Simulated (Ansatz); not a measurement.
Consider the cleavage of the B–B bond: `SBBCl` + ethylmethylamine → `CCN(C)BCl` + `BS`.

Program: Ansatz. Geometries: PBE0-D4/def2-TZVP. ΔE: electronic, gas phase. CCSD(T)/CBS adds triple-zeta CCSD(T) − MP2 to the extrapolated MP2 energy (def2 sets, frozen cores). This one scheme is used for every species. DFT in def2-TZVPP. B3LYP here is the variant with VWN-RPA as its local correlation; programs differ in this. Each species was taken in one conformer, which may not be the lowest.

Task: Is it downhill or uphill in electronic energy at CCSD(T)/CBS, and by how much? (Best estimate.)

Result: The calculation gave: Downhill: ΔE = -1.72 eV.

Task: What do these levels give: PBE0-D4, B3LYP-D4, PBE0, MP2/def2-TZVPP, CCSD(T)/def2-TZVPP, MP2/def2-QZVPP? (Estimate.)

Result: Computed: PBE0-D4 -1.64, B3LYP-D4 -1.70, PBE0 -1.60, MP2/def2-TZVPP -1.82, CCSD(T)/def2-TZVPP -1.74, MP2/def2-QZVPP -1.81 eV.

Largest T1 diagnostic among the species: 0.015.

In def2-TZVPP, CCSD(T) changes the Hartree–Fock value by −0.14 eV (the triples alone add −0.03 eV) and MP2 by −0.22 eV. The D4 term adds −0.08 eV with B3LYP and −0.04 eV with PBE0; it sums over pairs of atoms, weighted by their polarisabilities, and B3LYP, whose exchange is more repulsive, gets the larger term.
